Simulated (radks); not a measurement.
Spherical quantum dot in the effective-mass picture: electrons in a well V = -V0 / (1 + exp((r - R)/a)) with V0 = 4.77, R = 8.57, a = 0.7, all in effective atomic units (hartree* = m*/eps^2 hartree, bohr* = eps/m* bohr), one dielectric constant everywhere. Method: non-relativistic Kohn-Sham, LDA (Slater exchange, Perdew-Wang correlation), spin-polarised, spherical densities; computed with a radial shooting solver with Libxc functionals. Levels are named by radial order and angular momentum (1s, 1p, 1d, 2s, ...), and open shells are averaged over m. Each electron was tried in the lowest free levels, single moves between levels near the top were tried too, and the lowest total energy was kept; such a search can miss a lower state. The series stops at N = 27: beyond it a trial failed or the search could not be trusted, so later rows were left out. At N = 1 the Hartree and exchange-correlation terms need not cancel, so that row can carry a self-interaction error.

N,open shells,2S,E (hartree*),mu = E(N) - E(N-1) (hartree*),addition energy mu(N+1) - mu(N) (hartree*),rms radius (bohr*)
1,"1s(up 1, down 0)",1,-4.66411,-4.6641,0.2033,3.872
2,none,0,-9.12492,-4.4608,0.2434,4.210
3,"1p(up 1, down 0)",1,-13.3424,-4.2174,0.1605,4.554
4,"1p(up 2, down 0)",2,-17.3993,-4.0570,0.1618,4.760
5,"1p(up 3, down 0)",3,-21.2945,-3.8952,0.1940,4.911
6,"1p(up 3, down 1)",2,-24.9957,-3.7012,0.1536,5.038
7,"1p(up 3, down 2)",1,-28.5433,-3.5476,0.1546,5.142
8,none,0,-31.9363,-3.3930,0.2361,5.232
9,"1d(up 1, down 0)",1,-35.0933,-3.1569,0.1494,5.328
10,"1d(up 2, down 0)",2,-38.1008,-3.0075,0.1492,5.411
11,"1d(up 3, down 0)",3,-40.9590,-2.8583,0.1489,5.484
12,"1d(up 4, down 0)",4,-43.6685,-2.7094,0.1484,5.549
13,"1d(up 5, down 0)",5,-46.2295,-2.5611,0.1793,5.609
14,"1d(up 5, down 1)",4,-48.6113,-2.3818,0.1444,5.664
15,"1d(up 5, down 2)",3,-50.8487,-2.2374,0.1444,5.715
16,"1d(up 5, down 3)",2,-52.9417,-2.0930,0.1442,5.762
17,"1d(up 5, down 4)",1,-54.8905,-1.9488,0.1439,5.806
18,none,0,-56.6954,-1.8049,0.2370,5.848
19,"1f(up 1, down 0)",1,-58.2633,-1.5679,0.1409,5.892
20,"1f(up 2, down 0)",2,-59.6903,-1.4270,0.1407,5.933
21,"1f(up 3, down 0)",3,-60.9765,-1.2863,0.1404,5.972
22,"1f(up 4, down 0)",4,-62.1224,-1.1459,0.1401,6.009
23,"1f(up 5, down 0)",5,-63.1283,-1.0058,0.1397,6.043
24,"1f(up 6, down 0)",6,-63.9944,-0.86612,0.1394,6.077
25,"1f(up 7, down 0)",7,-64.7211,-0.72674,0.1687,6.108
26,"1f(up 7, down 1)",6,-65.2792,-0.55809,0.1372,6.139
27,"1f(up 7, down 2)",5,-65.7002,-0.42092,-,6.169

All shells are closed at N = 2, 8, 18 (there: 1s2 1p6 1d10); the second difference of the energy has clear peaks (12 % above both neighbours; the first and last values, which can be the largest, are not judged, and half-filled shells can peak too) at N = 2, 5, 8, 13, 18, 25.
